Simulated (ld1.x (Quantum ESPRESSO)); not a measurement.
Cutoff test, antimony (Sb), PAW

* Element: Sb (Z = 51)
* Generator: ld1.x (Quantum ESPRESSO) 7.5
* Type: PAW
* Functional: PBE
* Relativity: scalar-relativistic
* Frozen core: [Kr]
* Valence charge: 15
* Reference configuration: 4d10 5s2 5p3
* Partial waves: 5s (bound): rcut 1.85, rcutus 1.95 bohr; 5s channel at 4 Ry: rcut 1.85, rcutus 1.95 bohr; 5p (bound): rcut 1.85, rcutus 2.50 bohr; 5p channel at 4.25 Ry: rcut 1.85, rcutus 2.50 bohr; 4d (bound): rcut 1.35, rcutus 1.75 bohr; 4d channel at 2.4 Ry: rcut 1.35, rcutus 1.75 bohr
* Local potential: all-electron potential smoothed inside 1.85 bohr (lloc = -1)
* Core correction: Bessel-smoothed model core, default radius (core density twice the valence density)
* Augmentation charge: PSQ, inside the norm-conserving radii

The pseudo-atom Hamiltonian at the reference potential is diagonalised in spherical Bessel functions j_l(qr) that vanish at 20 bohr, with q² up to the cutoff. All-electron valence levels (Ry): 5s -0.9430, 5p -0.3548, 4d -2.4628.

Q: How do the lowest levels (Ry) of each channel move with the cutoff, and are there ghosts?

A:

```csv
cutoff (Ry),s #1,s #2,p #1,p #2,d #1,f #1,f #2,Σ f·Δε (mRy)
8,-0.9390,-0.0352,-0.3540,0.0233,0.0409,0.1093,0.2296,25048.0
12,-0.9427,-0.0359,-0.3548,0.0233,-0.3335,0.1093,0.2296,21294.4
15,-0.9427,-0.0359,-0.3548,0.0233,-1.2030,0.1093,0.2296,12598.7
21,-0.9429,-0.0360,-0.3548,0.0233,-2.3040,0.1093,0.2296,1588.6
25,-0.9430,-0.0360,-0.3548,0.0233,-2.4060,0.1093,0.2296,567.9
35,-0.9430,-0.0360,-0.3548,0.0233,-2.4615,0.1093,0.2296,13.3
45,-0.9430,-0.0360,-0.3548,0.0233,-2.4620,0.1093,0.2296,8.3
50,-0.9430,-0.0360,-0.3548,0.0233,-2.4624,0.1093,0.2296,3.8
60,-0.9431,-0.0360,-0.3549,0.0233,-2.4627,0.1093,0.2296,1.0
70,-0.9431,-0.0360,-0.3549,0.0233,-2.4627,0.1093,0.2296,0.9
90,-0.9431,-0.0360,-0.3549,0.0233,-2.4628,0.1093,0.2296,0.2
400,-0.9431,-0.0360,-0.3549,0.0233,-2.4628,0.1093,0.2296,0.0
```

Result: no extra level below or beside the all-electron valence levels (s, p, d, f tested); 10 mRy is reached at 40 Ry and 1 mRy at 70 Ry.
